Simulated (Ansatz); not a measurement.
`BC(=O)O` and `BC(=O)OC` differ in one atom or group.

Ansatz, PBE0-D4/def2-TZVP geometries, multiplicity 1. Each molecule was computed in one conformer, which needn't be the lowest.

```json
{"property": "ideal-gas entropy at 298 K and 1 bar (rigid rotor, harmonic PBE0-D4/def2-TZVP) / J/(mol·K)", "`BC(=O)O`": "285"}
{"property": "LUMO energy (B3LYP/def2-TZVPP) / eV", "`BC(=O)O`": "-2.24"}
{"property": "LUMO energy (ωB97M-V/def2-TZVPP) / eV", "`BC(=O)O`": "-0.02"}
{"property": "HOMO energy (B3LYP/def2-TZVPP) / eV", "`BC(=O)O`": "-8.06"}
{"property": "HOMO–LUMO gap (B3LYP/def2-TZVPP) / eV", "`BC(=O)O`": "5.82"}
{"property": "zero-point energy (PBE0-D4/def2-TZVP) / kJ/mol", "`BC(=O)O`": "116.5"}
```

Question: Give the same properties after the change, and the shifts. (An estimate is asked.)

Answer: Ansatz gave: 
```csv
property,`BC(=O)OC`,shift
"ideal-gas entropy at 298 K and 1 bar (rigid rotor, harmonic PBE0-D4/def2-TZVP) / J/(mol·K)",322,37
LUMO energy (B3LYP/def2-TZVPP) / eV,-2.06,0.18
LUMO energy (ωB97M-V/def2-TZVPP) / eV,0.13,0.15
HOMO energy (B3LYP/def2-TZVPP) / eV,-7.85,0.21
HOMO–LUMO gap (B3LYP/def2-TZVPP) / eV,5.79,-0.03
zero-point energy (PBE0-D4/def2-TZVP) / kJ/mol,190.2,73.7
```

The zero-point energy changes by 73.7 kJ/mol with +9 modes.

B3LYP here is the variant with VWN-RPA as its local correlation; programs differ in this.
